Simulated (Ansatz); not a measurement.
Z-matrix (Å, degrees):
```
C
Si 1 1.866
H 1 1.091 2 110.3
H 1 1.093 2 110.2 3 -120.2
H 1 1.092 2 110.4 3 120.0
Si 2 2.273 1 122.4 3 28.4
Te 2 2.508 1 117.2 3 -45.5
H 2 1.484 1 112.7 3 179.5
H 6 1.484 2 120.6 1 -2.0
H 6 1.483 2 122.1 1 148.8
```

The species carries charge 0 and has multiplicity 1. Te takes the def2 core potential.

Problem. List the PBE0/def2-TZVPP orbital energies in eV (Ansatz 0.2.0). (Estimate.)

Solution. Ansatz gave: Occupied: -1803.09, -1803.03, -278.23, -171.40, -145.37, -145.34, -120.33, -120.30, -120.14, -100.07, -100.03, -100.01, -99.99, -99.96, -99.96, -43.53, -43.53, -43.37, -43.34, -43.31, -20.08, -17.96, -14.38, -13.51, -11.90, -11.82, -10.34, -9.80, -9.59, -7.67, -7.00, -6.35. Lowest empty: -0.67, -0.39, -0.11, 0.26, 0.80, 1.35, 2.36, 2.41.
